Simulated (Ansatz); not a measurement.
Mulliken charges of C₂H₆OZn, SMILES `CO[CH2][ZnH]` from ωB97M-V/def2-TZVPP in Ansatz (PBE0-D4/def2-TZVP geometry).

| atom | x (Å) | y (Å) | z (Å) | charge (e) |
| --- | --- | --- | --- | --- |
| C1 | -0.779 | 1.011 | 1.022 | -0.165 |
| O2 | -0.366 | -0.247 | 0.565 | -0.320 |
| C3 | 0.427 | -0.163 | -0.606 | -0.212 |
| Zn4 | 0.918 | -1.997 | -1.110 | 0.269 |
| H5 | -1.379 | 0.861 | 1.921 | 0.117 |
| H6 | 0.082 | 1.649 | 1.269 | 0.097 |
| H7 | -1.387 | 1.531 | 0.268 | 0.097 |
| H8 | 1.319 | 0.457 | -0.421 | 0.108 |
| H9 | -0.133 | 0.340 | -1.412 | 0.108 |
| H10 | 1.297 | -3.442 | -1.495 | -0.099 |

**Question.** By hand: the dipole of these point charges (1 e Å = 4.8032 D).

**Answer.** Σ q r = (0.114, 0.246, -0.196) e Å, of length 0.335 e Å = 1.61 D.

**Question.** How does the dipole of the full density compare? (An estimate is asked.)

**Answer.** Computed: (0.044, 0.259, -0.096) e Å, 1.34 D; the point charges give 1.20 times that, at 21° from its direction.

Point charges leave out the atoms' own dipoles, such as those of lone pairs, and Mulliken's split depends on the basis, so the two needn't agree.
